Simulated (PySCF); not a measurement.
A geometry optimisation, step by step.

Species: monosilicic acid, H4O4Si.
Atom-mapped SMILES: `[OH:1][Si:2]([OH:3])([OH:4])[OH:5]` (hydrogens: H6 on O1; H7 on O3; H8 on O4; H9 on O5)

Computed by this run: PySCF 2.14.0, PBE0-D3(BJ)/def2-SVP geometry optimisation, gas phase; density fitting, grid level 1; the optimiser is geomeTRIC in internal coordinates, started from a GFN2-xTB structure with every atom displaced at random (about 0.01 Å). The frame can shift and turn from step to step; on so coarse a grid that alone can change the energy by a few meV, and forces under 0.02 eV/Å are noise.

Step 0: E = -16115.1494 eV, largest atomic force 2.582 eV/Å
```
atom  x, y, z in Å  |  force x, y, z in eV/Å
O1      0.537    1.279   -0.819   -0.562   2.330  -0.960
Si2    -0.004   -0.004   -0.004    1.036   0.132   0.391
O3      1.126   -1.142   -0.180    0.900  -1.019   0.105
O4     -1.424   -0.380   -0.610   -2.116  -0.531  -0.819
O5     -0.203    0.215    1.584    0.202   0.232   1.578
H6     -0.110    2.008   -1.004    0.984  -1.154   0.291
H7      1.543   -1.271   -1.032    0.010   0.068  -0.129
H8     -1.981   -1.000   -0.134   -0.007   0.020   0.013
H9      0.573    0.277    2.166   -0.447  -0.076  -0.469
```

Step 1: E = -16115.3040 eV, largest atomic force 0.341 eV/Å
```
atom  x, y, z in Å  |  force x, y, z in eV/Å
O1      0.497    1.360   -0.833   -0.105  -0.246   0.121
Si2     0.031    0.021    0.020   -0.209  -0.101  -0.136
O3      1.219   -1.114   -0.109   -0.010   0.015   0.067
O4     -1.435   -0.405   -0.627    0.311   0.138  -0.008
O5     -0.218    0.246    1.631   -0.067   0.029  -0.104
H6     -0.277    1.798   -1.196    0.004   0.191  -0.094
H7      1.630   -1.210   -0.972    0.007   0.045  -0.043
H8     -1.964   -1.021   -0.117   -0.045  -0.055   0.101
H9      0.574    0.308    2.169    0.114  -0.018   0.097
```

Step 2: E = -16115.3127 eV, largest atomic force 0.168 eV/Å
```
atom  x, y, z in Å  |  force x, y, z in eV/Å
O1      0.490    1.350   -0.835   -0.137  -0.096   0.016
Si2     0.023    0.014    0.018   -0.094   0.043  -0.085
O3      1.218   -1.112   -0.111    0.021  -0.020   0.012
O4     -1.438   -0.413   -0.624    0.099  -0.007   0.030
O5     -0.217    0.243    1.630    0.019   0.031   0.006
H6     -0.264    1.822   -1.205    0.104   0.037   0.017
H7      1.631   -1.194   -0.975    0.005   0.033  -0.015
H8     -1.965   -1.023   -0.101   -0.006   0.008   0.027
H9      0.578    0.296    2.169   -0.011  -0.030  -0.008
```

Step 3: E = -16115.3179 eV, largest atomic force 0.109 eV/Å
```
atom  x, y, z in Å  |  force x, y, z in eV/Å
O1      0.484    1.336   -0.841   -0.019  -0.026  -0.030
Si2     0.011    0.007    0.014    0.051   0.095   0.005
O3      1.216   -1.108   -0.119    0.026  -0.043  -0.033
O4     -1.447   -0.430   -0.613   -0.071  -0.081   0.017
O5     -0.215    0.240    1.627    0.001   0.026   0.042
H6     -0.239    1.854   -1.210    0.019   0.000   0.036
H7      1.633   -1.164   -0.984    0.009   0.017   0.009
H8     -1.970   -1.027   -0.069    0.009   0.039  -0.017
H9      0.583    0.274    2.162   -0.025  -0.027  -0.030
```

Step 4: E = -16115.3193 eV, largest atomic force 0.092 eV/Å
```
atom  x, y, z in Å  |  force x, y, z in eV/Å
O1      0.480    1.329   -0.848    0.018   0.005  -0.048
Si2     0.007    0.005    0.010    0.069   0.050   0.030
O3      1.217   -1.107   -0.129   -0.001  -0.022  -0.028
O4     -1.453   -0.439   -0.604   -0.070  -0.059  -0.006
O5     -0.213    0.239    1.624   -0.011   0.018   0.028
H6     -0.230    1.869   -1.205   -0.011  -0.009   0.038
H7      1.638   -1.146   -0.992    0.011   0.012   0.009
H8     -1.976   -1.023   -0.047    0.002   0.027  -0.008
H9      0.588    0.256    2.157   -0.006  -0.021  -0.014
```

Step 5: E = -16115.3209 eV, largest atomic force 0.088 eV/Å
```
atom  x, y, z in Å  |  force x, y, z in eV/Å
O1      0.473    1.318   -0.864    0.055   0.036  -0.058
Si2     0.004    0.001    0.004    0.043  -0.040   0.048
O3      1.217   -1.106   -0.149   -0.038   0.015  -0.010
O4     -1.465   -0.450   -0.588   -0.023  -0.008  -0.030
O5     -0.204    0.236    1.621   -0.011   0.005  -0.001
H6     -0.228    1.890   -1.187   -0.044  -0.008   0.029
H7      1.648   -1.117   -1.008    0.011   0.004   0.003
H8     -1.988   -1.010   -0.008   -0.007   0.005   0.013
H9      0.601    0.221    2.146    0.014  -0.010   0.005
```

Step 6: E = -16115.3218 eV, largest atomic force 0.099 eV/Å
```
atom  x, y, z in Å  |  force x, y, z in eV/Å
O1      0.462    1.310   -0.881    0.058   0.049  -0.043
Si2     0.002   -0.003   -0.003   -0.003  -0.090   0.042
O3      1.216   -1.107   -0.173   -0.048   0.034   0.002
O4     -1.476   -0.457   -0.572    0.025   0.026  -0.032
O5     -0.188    0.232    1.617   -0.003  -0.003  -0.021
H6     -0.239    1.904   -1.162   -0.048  -0.004   0.016
H7      1.659   -1.090   -1.026    0.008  -0.001  -0.004
H8     -2.000   -0.991    0.031   -0.011  -0.008   0.025
H9      0.620    0.186    2.135    0.021  -0.002   0.015
```

Step 7: E = -16115.3222 eV, largest atomic force 0.083 eV/Å
```
atom  x, y, z in Å  |  force x, y, z in eV/Å
O1      0.450    1.309   -0.891    0.032   0.035  -0.005
Si2     0.003   -0.006   -0.008   -0.033  -0.075   0.016
O3      1.216   -1.108   -0.195   -0.029   0.029   0.003
O4     -1.482   -0.459   -0.560    0.042   0.029  -0.015
O5     -0.171    0.225    1.615    0.005  -0.006  -0.022
H6     -0.259    1.910   -1.135   -0.027  -0.001  -0.001
H7      1.666   -1.073   -1.044    0.002  -0.004  -0.007
H8     -2.007   -0.974    0.059   -0.007  -0.010   0.020
H9      0.642    0.159    2.125    0.015   0.003   0.012
```

Step 8: E = -16115.3223 eV, largest atomic force 0.037 eV/Å
```
atom  x, y, z in Å  |  force x, y, z in eV/Å
O1      0.443    1.315   -0.890    0.002   0.011   0.020
Si2     0.005   -0.007   -0.009   -0.028  -0.024  -0.007
O3      1.215   -1.108   -0.208   -0.002   0.011  -0.003
O4     -1.484   -0.456   -0.555    0.025   0.013   0.005
O5     -0.159    0.217    1.615    0.008  -0.009  -0.009
H6     -0.277    1.910   -1.118   -0.004   0.001  -0.009
H7      1.666   -1.068   -1.057   -0.004  -0.002  -0.007
H8     -2.007   -0.969    0.068   -0.002  -0.004   0.006
H9      0.656    0.148    2.121    0.004   0.003   0.003
```

Step 9: E = -16115.3223 eV, largest atomic force 0.040 eV/Å
```
atom  x, y, z in Å  |  force x, y, z in eV/Å
O1      0.435    1.323   -0.883   -0.022  -0.011   0.032
Si2     0.006   -0.008   -0.009   -0.007   0.029  -0.019
O3      1.215   -1.105   -0.224    0.019  -0.007  -0.006
O4     -1.485   -0.453   -0.549   -0.003  -0.007   0.017
O5     -0.147    0.206    1.617    0.008  -0.010   0.006
H6     -0.294    1.911   -1.103    0.013   0.000  -0.012
H7      1.661   -1.062   -1.075   -0.008   0.000  -0.006
H8     -2.005   -0.968    0.075    0.003   0.003  -0.007
H9      0.671    0.139    2.118   -0.004   0.002  -0.005
```

Step 10: E = -16115.3223 eV, largest atomic force 0.052 eV/Å
```
atom  x, y, z in Å  |  force x, y, z in eV/Å
O1      0.428    1.329   -0.877   -0.026  -0.016   0.028
Si2     0.006   -0.008   -0.009    0.010   0.049  -0.017
O3      1.216   -1.102   -0.237    0.024  -0.015  -0.005
O4     -1.487   -0.453   -0.543   -0.020  -0.015   0.015
O5     -0.138    0.197    1.619    0.006  -0.010   0.012
H6     -0.303    1.915   -1.094    0.015  -0.002  -0.009
H7      1.656   -1.055   -1.090   -0.008   0.002  -0.006
H8     -2.003   -0.971    0.081    0.004   0.005  -0.011
H9      0.683    0.130    2.116   -0.005   0.001  -0.007
```

Step 11: E = -16115.3224 eV, largest atomic force 0.035 eV/Å
```
atom  x, y, z in Å  |  force x, y, z in eV/Å
O1      0.428    1.329   -0.876   -0.016  -0.010   0.022
Si2     0.006   -0.008   -0.009    0.009   0.032  -0.012
O3      1.216   -1.101   -0.238    0.015  -0.009  -0.002
O4     -1.487   -0.453   -0.542   -0.013  -0.009   0.009
O5     -0.138    0.196    1.620    0.003  -0.010   0.007
H6     -0.303    1.916   -1.094    0.008   0.000  -0.008
H7      1.655   -1.053   -1.092   -0.007   0.002  -0.006
H8     -2.003   -0.972    0.082    0.001   0.001  -0.006
H9      0.683    0.130    2.116    0.000   0.001  -0.004
```

Step 12: E = -16115.3224 eV, largest atomic force under 0.02 eV/Å
```
atom  x, y, z in Å  |  force x, y, z in eV/Å
O1      0.428    1.329   -0.876   -0.007   0.000   0.014
Si2     0.006   -0.008   -0.009    0.003   0.008  -0.005
O3      1.217   -1.101   -0.238    0.006   0.000  -0.001
O4     -1.488   -0.454   -0.542   -0.001   0.000   0.003
O5     -0.138    0.196    1.620    0.001  -0.009   0.002
H6     -0.301    1.916   -1.095    0.002   0.003  -0.008
H7      1.654   -1.053   -1.092   -0.006   0.001  -0.005
H8     -2.003   -0.973    0.082   -0.002  -0.003   0.001
H9      0.683    0.130    2.116    0.004   0.001   0.000
```

Question: Summarise the path.

Answer: The energy falls by 16.69 kJ/mol from step 0 to step 12; nine tenths of that is first reached at step 2. It never rises by more than 0.2 meV. The largest force goes from 2.582 to under 0.02 eV/Å. Among the bonds Si2–O4 changes most, from 1.589 to 1.647 Å; the atoms move by 0.117 Å rms after alignment.

What follows is the cost of the whole optimisation. On Arm Neoverse V1, one thread, on a shared host, this took 35 s wall and 0.39 GiB of memory at its peak.
